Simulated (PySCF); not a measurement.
C3H6F2O, SMILES COC(C)(F)F. Geometry: PBE-D3(BJ)/def2-SVP. Other conformers were not sampled.

Computed equilibrium geometry at PBE-D3(BJ)/def2-SVP (PySCF confirms it by a frequency run) as a Z-matrix (one conformer of several):
```
C
F 1 1.3592
O 1 1.3758 2 105.15
F 1 1.3852 2 106.73 3 -116.50
C 3 1.4206 1 116.65 2 -174.71
H 5 1.1056 3 106.48 1 170.76
H 5 1.1106 6 108.99 3 120.33
H 5 1.1135 6 108.45 7 118.68
C 1 1.5184 2 109.84 3 125.71
H 9 1.1054 1 109.23 2 56.84
H 9 1.1058 10 108.43 1 -121.06
H 9 1.1060 10 109.33 11 -119.10
```
